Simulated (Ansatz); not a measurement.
Stepwise reaction of `[F][GeH]([F])[F]` with methanol, as a gas-phase model of exchange steps in deposition or etching. ΔE in kJ/mol.

Gas-phase electronic energies from Ansatz, PBE0-D4/def2-TZVP geometries. CBS: MP2 limit from def2 TZ/QZ plus the TZ coupled-cluster correction, frozen cores. This one scheme is used for every species. DFT in def2-TZVPP. B3LYP here is the variant with VWN-RPA as its local correlation; programs differ in this. For Ge outer-core shells are correlated without core-valence functions, which leaves a few kJ/mol of doubt a bond. Scalar relativity is left out up to krypton. Each species was taken in one conformer, which may not be the lowest.

```json
{"step": "2", "reaction": "`C[O][GeH]([F])[F]` + CH₃OH → `C[O][GeH]([F])[O]C` + H–F", "PBE-D4": "30.5", "B3LYP-D4": "30.5", "ωB97M-V": "31.4", "CCSD(T)/CBS": "23.3"}
```

Problem. Give the row of step 1, `[F][GeH]([F])[F]` + CH₃OH → `C[O][GeH]([F])[F]` + H–F. (An estimate is asked.)

Solution. Computed: 
| step | reaction | PBE-D4 | B3LYP-D4 | ωB97M-V | CCSD(T)/CBS |
| --- | --- | --- | --- | --- | --- |
| 1 | `[F][GeH]([F])[F]` + CH₃OH → `C[O][GeH]([F])[F]` + H–F | 19.8 | 19.0 | 20.3 | 12.2 |

Problem. By hand: ΔE of the 2 steps together at CCSD(T)/CBS.

Solution. (12.2) + (23.3) = 35.5 kJ/mol, or 17.8 kJ/mol a step.

In ΔE each step is higher than the one before. All are uphill at CCSD(T)/CBS. PBE-D4 differs from CCSD(T)/CBS by 7.2 to 7.6 kJ/mol a step. Isolated molecules leave out the surface, adducts and barriers. Largest T1 diagnostic: 0.012.
